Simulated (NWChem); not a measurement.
System meant: CH2F2OSi; SMILES O=C[SiH](F)F

The following NWChem deck was run.

```
start job
memory heap 200 mb stack 900 mb global 1100 mb
geometry units angstroms noautoz
  O      0.225273    -2.290265     0.000000
  C     -0.484434    -1.299944     0.000000
  Si     0.326335     0.453635     0.000000
  F     -0.190464     1.271639     1.311806
  F     -0.190464     1.271639    -1.311806
  H     -1.618026    -1.393384     0.000000
  H      1.814691     0.374634     0.000000
end
basis spherical
  O library def2-svp
  C library def2-svp
  Si library def2-svp
  F library def2-svp
  H library def2-svp
end
dft
  odft
  mult 2
  xc xpbe96 cpbe96
  iterations 150
  mulliken
end
task dft energy
```

End of the output:

```
 Summary of "ao basis" -> "" (spherical)
 ------------------------------------------------------------------------------
       Tag                 Description            Shells   Functions and Types
 ---------------- ------------------------------  ------  ---------------------
 O                          def2-svp                 6       14   3s2p1d
 C                          def2-svp                 6       14   3s2p1d
 Si                         def2-svp                 8       18   4s3p1d
 F                          def2-svp                 6       14   3s2p1d
 H                          def2-svp                 3        5   2s1p

  pbe96 is a nonlocal functional; adding pw91lda local functional.

                                 NWChem DFT Module
                                 -----------------

 Summary of "ao basis" -> "ao basis" (spherical)
 ------------------------------------------------------------------------------
       Tag                 Description            Shells   Functions and Types
 ---------------- ------------------------------  ------  ---------------------
 O                          def2-svp                 6       14   3s2p1d
 C                          def2-svp                 6       14   3s2p1d
 Si                         def2-svp                 8       18   4s3p1d
 F                          def2-svp                 6       14   3s2p1d
 H                          def2-svp                 3        5   2s1p

      Symmetry analysis of basis
      --------------------------

        a'         55
        a"         29

  number of electrons :                   48
  multiplicity        :                    2
 ------------------------------------------------------------------------
  no. of electrons and multiplicity not compatible                  48
 ------------------------------------------------------------------------
 ------------------------------------------------------------------------
  current input line :
    26: task dft energy
 ------------------------------------------------------------------------
 ------------------------------------------------------------------------
 There is an error in the input file
 ------------------------------------------------------------------------
 For more information see the NWChem manual at https://nwchemgit.github.io

0: no. of electrons and multiplicity not compatible:Received an Error in Communication
```

**Question.** Can this run be used? If not, why, and what is the fix?

**Answer.** The input was rejected before any calculation. Cause: the multiplicity doesn't fit the number of electrons (an even count wants an odd multiplicity, and the reverse). This input runs:
```
start job
memory heap 200 mb stack 900 mb global 1100 mb
geometry units angstroms noautoz
  O      0.225273    -2.290265     0.000000
  C     -0.484434    -1.299944     0.000000
  Si     0.326335     0.453635     0.000000
  F     -0.190464     1.271639     1.311806
  F     -0.190464     1.271639    -1.311806
  H     -1.618026    -1.393384     0.000000
  H      1.814691     0.374634     0.000000
end
basis spherical
  O library def2-svp
  C library def2-svp
  Si library def2-svp
  F library def2-svp
  H library def2-svp
end
dft
  xc xpbe96 cpbe96
  iterations 150
  mulliken
end
task dft energy
```
It converges to -602.99991 Ha (PBE/def2-SVP).
